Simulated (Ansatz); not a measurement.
Cost and result for the atomization energy of CH5FOSi2 (`FC1([SiH3])O[SiH2]1`) (10 atoms, 10 bonds).

Cartesian coordinates in Å:
```
F -0.345 -1.077 -1.597
C 0.025 -0.369 -0.477
Si -1.342 -0.328 0.826
O 1.311 -0.786 -0.007
Si 1.457 0.761 -0.636
H -0.869 0.554 1.922
H -2.569 0.239 0.214
H -1.608 -1.694 1.342
H 1.769 1.828 0.338
H 2.170 0.872 -1.923
```

Total charge 0; spin multiplicity 1. Geometry: relaxed with PBE0-D4/def2-TZVP. Program: Ansatz. All runs use 4 threads of an Arm Neoverse V1 on a shared host. Times are those of one run each, without the atoms' runs, and a repeat can differ threefold. Electronic energies, without spin–orbit coupling; frozen cores. CCSD(T)/CBS adds CCSD(T) − MP2 in def2-TZVPP to the MP2 limit, and its time is that of the two runs behind it. T1 = 0.015. B3LYP takes the VWN-RPA correlation (the form of Gaussian; ORCA's B3LYP/G).

CCSD(T)/CBS is a level of theory with its own doubt, some kJ/mol a heavy atom from the limit and from the frozen cores, so smaller differences don't rank the functionals.

| level | functions | wall time | atomization (kJ/mol) | difference from CCSD(T)/CBS | per bond |
| --- | --- | --- | --- | --- | --- |
| PBE0-D4/def2-TZVPP | 247 | 4 s | 3346.1 | -27.9 | -2.8 |
| PBE-D4/def2-TZVPP (with forces) | 247 | 4.9 s | 3428.0 | 54.0 | 5.4 |
| r2SCAN-D4/def2-TZVPP (with forces) | 247 | 7 s | 3385.5 | 11.5 | 1.1 |
| B3LYP-D4/def2-TZVPP (with forces) | 247 | 8 s | 3357.9 | -16.1 | -1.6 |
| B2PLYP/def2-TZVPP | 247 | 8 s | 3321.2 | -52.8 | -5.3 |
| ωB97X-V/def2-TZVPP | 247 | 9.5 s | 3398.0 | 24.0 | 2.4 |
| ωB97M-V/def2-TZVPP (with forces) | 247 | 17 s | 3382.0 | 8.0 | 0.8 |
| MP2/def2-QZVPP | 461 | 33 s | 3396.6 | 22.6 | 2.3 |
| CCSD(T)/def2-TZVPP | 247 | 2.9 min | 3268.9 | -105.1 | -10.5 |
| CCSD(T)/CBS(def2) | – | 3.5 min | 3374.0 | 0.0 | 0.0 |

In def2-TZVPP, CCSD(T) changes the Hartree–Fock value by +912.5 kJ/mol (the triples alone add +59.7 kJ/mol) and MP2 by +976.9 kJ/mol; breaking electron pairs costs correlation energy, which Hartree–Fock lacks. The D4 term adds +36.0 kJ/mol with B3LYP and +18.7 kJ/mol with PBE0; it sums over pairs of atoms, weighted by their polarisabilities, and B3LYP, whose exchange is more repulsive, gets the larger term. From PBE to PBE0 (25 % exact exchange), in def2-TZVPP and without D4, the atomization energy moves by −78.5 kJ/mol: exact exchange takes away binding that semilocal exchange gives to molecules.
